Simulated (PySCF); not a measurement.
A structure optimised at PBE0-D3(BJ)/def2-SVP, used in a PySCF frequency run:

```
C
C 1 1.3423
H 2 1.0969 1 122.02
H 2 1.0973 3 115.68 1 180.00
H 1 1.0983 2 117.76 3 180.00
Al 1 1.9239 5 120.93 2 180.00
Cl 6 2.0959 1 122.26 5 0.00
Br 6 2.2496 1 119.64 5 180.00
```
Charge 0, spin multiplicity 1.

Question: Write its SMILES, formula and point group.

Answer: C=[CH][Al]([Cl])[Br], C2H3AlBrCl, Cs

Question: What are its rotational constants (standard atomic weights)?

Answer: 1.8978, 1.3588, 0.79185 GHz
